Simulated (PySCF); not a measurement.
Correlation energy of B (boron, neutral)

[He] 2s2 2p1, 2P determinant. Computed with PySCF 2.14 in aug-cc-pVQZ-DK, with the spin-free X2C one-electron Hamiltonian (Gaussian nucleus). Frozen: 1s2; 3 electrons correlated.

MP2 pair energies summed by pair of shells (mhartree):

| pair | energy | share (%) |
| --- | --- | --- |
| 2s-2s | -26.22 | 55.5 |
| 2s-2p | -21.03 | 44.5 |

Total MP2 correlation energy: -47.25 mhartree.

Same-spin part -3.43 and opposite-spin part -43.82 mhartree; SCS-MP2 scales them by 1/3 and 6/5 to -53.73 mhartree.
